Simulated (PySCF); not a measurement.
`C=CCN(C)C=C`. Computed geometry: GFN2-xTB, gas phase.

```
atom  x, y, z in Å
C1     2.3986   -0.8248   -1.2266
C2     1.3842   -0.9488   -0.3926
C3     1.0423    0.0411    0.6863
N4    -0.3133    0.5390    0.5749
C5    -0.5788    1.3465   -0.5900
C6    -1.3291   -0.2368    1.0852
C7    -2.6113   -0.2287    0.7316
H8     3.0803    0.0087   -1.1689
H9     2.6036   -1.5540   -1.9920
H10    0.7040   -1.7878   -0.4680
H11    1.1473   -0.4393    1.6653
H12    1.7311    0.8915    0.6469
H13   -0.7646    0.7451   -1.4886
H14    0.2784    1.9922   -0.7760
H15   -1.4509    1.9711   -0.4001
H16   -1.0062   -0.8692    1.9031
H17   -3.0016    0.3671   -0.0727
H18   -3.3228   -0.8267    1.2704
```

(1) What is the longest distance between nuclei?

(2) Give the dihedral angles C2–C3–N4–C6, N4–C6–C7–H18, H10–C2–C3–H12, H9–C1–C2–H10, H16–C6–C7–H18.

(3) Work out the bond lengths C1=C2, C2–C3, C6=C7, C6–H16 in bohr.

(4) What is the repulsion energy of the bare nuclei, Σ ZA·ZB/RAB?

(5) How far apart are these pairs, which share no bond: C1···H11, C2···C7, N4···C7, C5···H18, H8···H9?

(6) How far are the heavy atoms from their best plane (unweighted least squares)?

(7) What are the angles C3–N4–C6, H14–C5–H15, N4–C5–H15, H13–C5–H15, C6–C7–H18, H17–C7–H18?

Answers

(1) H8···H18, 6.90 Å; the next longest distance is 6.80 Å.

(2) C2–C3–N4–C6 82° (synclinal); N4–C6–C7–H18 -175° (antiperiplanar); H10–C2–C3–H12 -176° (antiperiplanar); H9–C1–C2–H10 -1° (synperiplanar); H16–C6–C7–H18 2° (synperiplanar). Dihedral signs follow IUPAC: positive where, seen along the central bond, the front bond turns clockwise onto the rear one.

(3) For C1=C2 the difference vector is (-1.0144, -0.1240, 0.8340) Å, of length 1.3191 Å. 1 bohr = 0.529177 Å. C1=C2 2.493; C2–C3 2.841; C6=C7 2.514; C6–H16 2.047 bohr.

(4) 297.70 Eh over 153 pairs, with full nuclear charges and distances in bohr; the largest single term is 16.15 Eh (N4 with C6).

(5) C1···H11 3.174 Å (3 bonds apart); C2···C7 4.213 Å (4 bonds apart); N4···C7 2.428 Å (2 bonds apart); C5···H18 3.964 Å (4 bonds apart); H8···H9 1.829 Å (2 bonds apart).

(6) 0.510 Å rms; C1 0.49, C2 0.27, C3 0.90, N4 0.50, C5 0.20, C6 0.18, C7 0.61 Å (magnitudes).

(7) From the scalar product of the two bond vectors; for C3–N4–C6 it is -0.9339 Å² over 1.4484 × 1.3763 Å², cos θ = -0.4685. C3–N4–C6 117.9°; H14–C5–H15 108.7°; N4–C5–H15 109.1°; H13–C5–H15 108.8°; C6–C7–H18 120.1°; H17–C7–H18 116.3°.

No frequency check. One conformer, not necessarily the lowest.
